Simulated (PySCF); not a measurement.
## Molecular orbitals of KCa

r²SCAN at R = 4.265 Å; K x2c-SVPall, Ca x2c-SVPall; spin-free X2C with a Gaussian nucleus (PySCF 2.14). State: ²Σ⁺ (doublet), unpaired electrons σ ↑. Only the outer orbitals are listed, counted within each symmetry.

```json
{"spin": "α", "orbital": "3π", "occ.": "1", "ε (eV)": "-28.79", "on K (%)": "0", "main shells (%)": "100 Ca p"}
{"spin": "α", "orbital": "3π", "occ.": "1", "ε (eV)": "-28.79", "on K (%)": "0", "main shells (%)": "100 Ca p"}
{"spin": "α", "orbital": "9σ", "occ.": "1", "ε (eV)": "-28.73", "on K (%)": "0", "main shells (%)": "100 Ca p"}
{"spin": "α", "orbital": "4π", "occ.": "1", "ε (eV)": "-19.65", "on K (%)": "100", "main shells (%)": "100 K p"}
{"spin": "α", "orbital": "4π", "occ.": "1", "ε (eV)": "-19.65", "on K (%)": "100", "main shells (%)": "100 K p"}
{"spin": "α", "orbital": "10σ", "occ.": "1", "ε (eV)": "-19.61", "on K (%)": "100", "main shells (%)": "100 K p"}
{"spin": "α", "orbital": "11σ", "occ.": "1", "ε (eV)": "-3.91", "on K (%)": "17", "main shells (%)": "82 Ca s, 14 K s"}
{"spin": "α", "orbital": "12σ", "occ.": "1", "ε (eV)": "-2.58", "on K (%)": "72", "main shells (%)": "72 K s, 15 Ca p, 12 Ca s"}
{"spin": "α", "orbital": "13σ", "occ.": "0", "ε (eV)": "-1.33", "on K (%)": "63", "main shells (%)": "50 K p, 18 Ca p, 16 Ca d"}
{"spin": "α", "orbital": "5π", "occ.": "0", "ε (eV)": "-1.28", "on K (%)": "32", "main shells (%)": "65 Ca d, 30 K p"}
{"spin": "α", "orbital": "5π", "occ.": "0", "ε (eV)": "-1.28", "on K (%)": "32", "main shells (%)": "65 Ca d, 30 K p"}
{"spin": "β", "orbital": "3π", "occ.": "1", "ε (eV)": "-28.77", "on K (%)": "0", "main shells (%)": "100 Ca p"}
{"spin": "β", "orbital": "3π", "occ.": "1", "ε (eV)": "-28.77", "on K (%)": "0", "main shells (%)": "100 Ca p"}
{"spin": "β", "orbital": "9σ", "occ.": "1", "ε (eV)": "-28.69", "on K (%)": "0", "main shells (%)": "100 Ca p"}
{"spin": "β", "orbital": "4π", "occ.": "1", "ε (eV)": "-19.60", "on K (%)": "100", "main shells (%)": "100 K p"}
{"spin": "β", "orbital": "4π", "occ.": "1", "ε (eV)": "-19.60", "on K (%)": "100", "main shells (%)": "100 K p"}
{"spin": "β", "orbital": "10σ", "occ.": "1", "ε (eV)": "-19.56", "on K (%)": "100", "main shells (%)": "100 K p"}
{"spin": "β", "orbital": "11σ", "occ.": "1", "ε (eV)": "-3.69", "on K (%)": "11", "main shells (%)": "87 Ca s"}
{"spin": "β", "orbital": "12σ", "occ.": "0", "ε (eV)": "-1.66", "on K (%)": "62", "main shells (%)": "62 K s, 17 Ca p, 14 Ca d"}
{"spin": "β", "orbital": "5π", "occ.": "0", "ε (eV)": "-1.21", "on K (%)": "15", "main shells (%)": "64 Ca d, 22 Ca p, 13 K p"}
{"spin": "β", "orbital": "5π", "occ.": "0", "ε (eV)": "-1.21", "on K (%)": "15", "main shells (%)": "64 Ca d, 22 Ca p, 13 K p"}
```

Which are the highest filled and the lowest empty level, where do they sit, and how wide is the gap?

Highest filled α 12σ at -2.58 eV (in %: 72 K s, 15 Ca p, 12 Ca s); lowest empty β 12σ at -1.66 eV (in %: 62 K s, 17 Ca p, 14 Ca d); the gap at r²SCAN is 0.92 eV.

The bond order (Mayer) is 0.45, the ⟨S²⟩ is 0.779 and the charge on K (Mulliken, basis-dependent) is 0.00. The charge on K (Löwdin, basis-dependent) is -0.05 and the dipole moment (positive dipole means K(−)Ca(+)) is -2.34 D.

The state was picked by a PBE0 search and need not be the measured ground state.
